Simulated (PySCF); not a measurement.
# Germanium: a sound run and one with changed settings

Sound run: Ge⁺ [Ar] 3d10 4s2 4p1, Ge²⁺ [Ar] 3d10 4s2. Computed with PySCF 2.14 in x2c-SVPall, with scalar relativity by spin-free X2C-1e. In the sound run the correlated levels freeze [Ar] 3d10. The sound run starts from symmetry-adapted Hartree-Fock orbitals and uses a fine grid where one is needed.

Changed run: a valence shell is frozen. This setting is unsound on purpose.

Ionisation energy of Ge⁺:

```tsv
method	sound run (eV)	changed run (eV)
UHF	15.235	15.235
MP2	15.390	15.235
SCS-MP2	15.371	15.235
CCSD	15.466	15.235
CCSD(T)	15.480	15.235
CCSDT	n/a	15.235
FCI	n/a	15.235
```

Freezing a valence shell removes pair correlation that changes on ionisation.

For comparison, NIST gives 15.935 eV between the lowest levels.
